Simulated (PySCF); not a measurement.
# Computed spin Hamiltonian

C₇H₈F₂ (charge -1 and doublet state).
Cartesian coordinates in Å at the GFN2-xTB level; atoms count from 1:
```
atom  x, y, z in Å
C1     3.0202   -0.3564   -1.2276
C2     1.7811    0.0956   -0.8707
F3     1.4331    1.3079   -1.4412
C4     0.8717   -0.5314   -0.0150
C5    -0.4117   -0.1692    0.4200
C6    -1.1118   -1.1160    1.3647
C7    -1.1005    0.9976    0.0522
C8    -2.3443    1.3513    0.4730
F9    -2.9199    2.5403    0.0364
H10    3.3962   -1.2876   -0.8461
H11    3.6466    0.2065   -1.8957
H12    1.2573   -1.4709    0.3682
H13   -2.0551   -1.4690    0.9380
H14   -1.3487   -0.6216    2.3113
H15   -0.4902   -1.9841    1.5809
H16   -0.6183    1.6879   -0.6227
H17   -3.0125    0.8312    1.1376
```

The hyperfine couplings belong to this conformer and change with its torsions.

As a line formula: `C(=C\[C]([CH2-])F)(C)\C=C\F` [radical] (charge -1).

The calculation used PySCF, UKS B3LYP, pcH-1 on C F H, non-relativistic, mean-field spin-orbit, GIAO. Whether the extra electron is bound in the gas phase wasn't checked; a finite basis holds it in any case. The geometry wasn't refined by DFT: couplings that depend on bond lengths, twists or pyramidal angles can differ widely from those at the functional's own minimum, by a factor of two or more for some ions and for spin on atoms past the first row. No stability test was run, so a lower SCF solution isn't excluded.

```json
{
 "g1, g2, g3": "2.00211, 2.00311, 2.00364",
 "g_iso": "2.00295",
 "Form of g": "rhombic: the two nearest values differ by 35 % of g3 − g1",
 "⟨S²⟩": "0.7654 (exact 0.7500)",
 "HOMO–LUMO gap, α and β orbitals": "3.57, 3.88 eV",
 "Total energy": "-471.22441 Eh"
}
```

Isotropic coupling and dipolar principal values T1 to T3, in mT (MHz turned into mT with g_iso):

| atom | isotope | a_iso | T1 | T2 | T3 | Mulliken spin population |
| --- | --- | --- | --- | --- | --- | --- |
| C1 | 13C | 0.89 | -0.93 | -0.91 | 1.84 | 0.35 |
| C2 | 13C | -0.56 | -0.11 | -0.02 | 0.13 | -0.02 |
| F3 | 19F | -0.16 | -0.26 | 0.10 | 0.17 | 0.00 |
| C4 | 13C | 0.21 | -0.61 | -0.55 | 1.16 | 0.17 |
| C5 | 13C | 0.62 | -0.81 | -0.77 | 1.59 | 0.24 |
| C6 | 13C | -0.36 | -0.03 | -0.01 | 0.03 | -0.02 |
| C7 | 13C | -0.73 | -0.14 | 0.01 | 0.13 | -0.07 |
| C8 | 13C | 1.31 | -1.15 | -1.14 | 2.28 | 0.36 |
| F9 | 19F | 1.69 | -3.10 | -2.40 | 5.50 | 0.02 |
| H10 | 1H | -0.71 | -0.41 | 0.00 | 0.41 | -0.01 |
| H11 | 1H | -0.76 | -0.48 | 0.02 | 0.45 | -0.02 |
| H12 | 1H | -0.44 | -0.23 | -0.08 | 0.31 | -0.01 |
| H13 | 1H | 0.61 | -0.09 | -0.03 | 0.12 | 0.01 |
| H14 | 1H | 0.61 | -0.09 | -0.03 | 0.12 | 0.01 |
| H15 | 1H | 0.01 | -0.07 | -0.04 | 0.11 | 0.00 |
| H16 | 1H | 0.07 | -0.13 | 0.02 | 0.11 | 0.00 |
| H17 | 1H | -0.97 | -0.51 | 0.01 | 0.50 | -0.02 |

The Mulliken spin populations are largest on C8 (+0.36), C1 (+0.35), C5 (+0.24) and C4 (+0.17). Four atoms exceed +0.15. The positive populations add up to 1.17 and the negative ones to -0.17, together 2S = 1.

The SMILES `[CH2-][C](F)/C=C(C)\C=C\F` draws the unpaired electron on C2, whose computed spin population is only -0.02.

Axes: g2 points within 13° of the C1–C2 bond and g3 points within 10° of the C5–C6 bond.

Under fast tumbling the dipolar parts average out, and these isotropic splittings remain (the largest six): 1 × 19F (F9, I = 1/2, 2 lines) with 1.69 mT, 1 × 1H (H17, I = 1/2, 2 lines) with 0.97 mT, 1 × 1H (H11, I = 1/2, 2 lines) with 0.76 mT, 1 × 1H (H10, I = 1/2, 2 lines) with 0.71 mT, 1 × 1H (H12, I = 1/2, 2 lines) with 0.44 mT and 3 × 1H (H13/H14/H15, I = 1/2, 4 lines) with 0.41 mT.

Means are taken over nuclei equivalent by connectivity, which assumes that they swap fast. H10 and H11 aren't averaged: C1 is flat or nearly so (angle sum 360°), and its turn about the short C1–C2 bond (1.37 Å) is taken as slow. The three 1H nuclei of mean +11.5 MHz run from 0.4 to 17.1 MHz in the frozen geometry.

The 13C coupling of C8 (36.8 MHz) shows only in satellite lines or after enrichment, since that isotope makes up about 1.07 % of natural carbon.

β density exceeds α density at some nuclei, such as C7 (-0.0183), C2 (-0.0139) and C6 (-0.0089), spin density in bohr⁻³. In a single determinant that takes different orbitals for the two spins, that is spin polarisation.

The run took 1.9 min (with the writing of density and orbital grids) on Arm Neoverse V1, one thread, no GPU, shared host with 32 logical CPUs at a one-minute load of 73, and the process peaked at 0.97 GiB of memory.
